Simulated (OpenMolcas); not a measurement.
C2+: CASPT2 settings compared

```
Program             : OpenMolcas 26.06
Basis               : ANO-R2 [4s4p2d1f]
Scalar Hamiltonian  : X2C, finite nucleus
Active space        : 2 electrons in 4 orbitals (2s 2p)
State averaging     : 2S+1 = 3 even, 3 roots; 2S+1 = 1 even, 7 roots; 2S+1 = 3 odd, 3 roots; 2S+1 = 1 odd, 3 roots
Spin-orbit coupling : RASSI with atomic mean-field integrals over the reference wave functions, term energies averaged over their components
```

Methods on the same reference wave functions:
A. CASSCF
B. SS-CASPT2, IPEA 0.5 Eh, sigma1 regulariser 0.2 Eh (closed shells correlated: 1s)
C. SS-CASPT2, IPEA 0.3 Eh, no level shift (closed shells correlated: none)
D. MS-CASPT2, IPEA 0.5 Eh, sigma1 regulariser 0.2 Eh (closed shells correlated: 1s)
E. XMS-CASPT2, IPEA 0.4 Eh, no level shift (closed shells correlated: 1s)

Energies in cm⁻¹ above 2s² ¹S₀, the measured ground level; measured values from Moore, Selected Tables of Atomic Spectra, NSRDS-NBS 3, section 3.

| Level | A | B | C | D | E | Measured |
| --- | --- | --- | --- | --- | --- | --- |
| 2s² ¹S₀ | 0.0 | 0.0 | 0.0 | 0.0 | 0.0 | 0.0 |
| 2s 2p ³P°₀ | 53023 | 52660 | 52750 | 52680 | 52870 | 52367 |
| 2s 2p ³P°₁ | 53049 | 52680 | 52780 | 52710 | 52900 | 52391 |
| 2s 2p ³P°₂ | 53101 | 52740 | 52830 | 52760 | 52950 | 52447 |
| 2s 2p ¹P°₁ | 113319 | 104970 | 105320 | 105000 | 104240 | 102352 |
| 2p² ³P₀ | 139426 | 138170 | 138860 | 138200 | 138330 | 137426 |
| 2p² ³P₁ | 139452 | 138200 | 138880 | 138230 | 138360 | 137454 |
| 2p² ³P₂ | 139503 | 138250 | 138930 | 138280 | 138410 | 137502 |
| 2p² ¹D₂ | 156425 | 148600 | 148840 | 148620 | 146500 | 145876 |
| 2p² ¹S₀ | 196374 | 184980 | 185410 | 185040 | 184780 | 182520 |

Deviations, from unrounded energies. A percentage is the sum of absolute deviations over the sum of measured energies, with the sign that they share, or ± where signs differ.

```json
{"Against measurement": "mean absolute deviation (cm-1)", "Levels": "9", "A": "4800", "B": "1200", "C": "1600", "D": "1200", "E": "1000"}
{"Against measurement": "other configurations (%)", "Levels": "9", "A": "+4.3", "B": "+1.1", "C": "+1.4", "D": "+1.1", "E": "+0.9"}
```

E lies closest to measurement on these levels and A furthest from it. The largest miss of E in the table is 2p² ¹S₀, by +2300 cm-1. The ranking rests on the paired levels alone, and a cruder setting can come out closer through cancelling errors.

Among B to E the level of the table that moves most is 2p² ¹D₂, by 2300 cm-1 (lowest in E, highest in C). Moves below CASPT2's spread within the term are not significant.

The lowest spin-free term lies below A's lowest term by 0.013 hartree in B, 0.005 hartree in C, 0.013 hartree in D, 0.015 hartree in E.

CASPT2 breaks the degeneracy within a term, and the mean is taken; among the terms shown or strongly mixed into the levels shown the widest spread is 26 cm-1 (2p² ¹D, E). Computed and measured levels are paired by configuration, term and J; levels that our copy of the source lacks, or whose pairing is in doubt (as where it misses far off the trend of its configuration), stay unpaired and out of the deviations. Levels of configurations outside the active space are missing.

° marks odd parity.
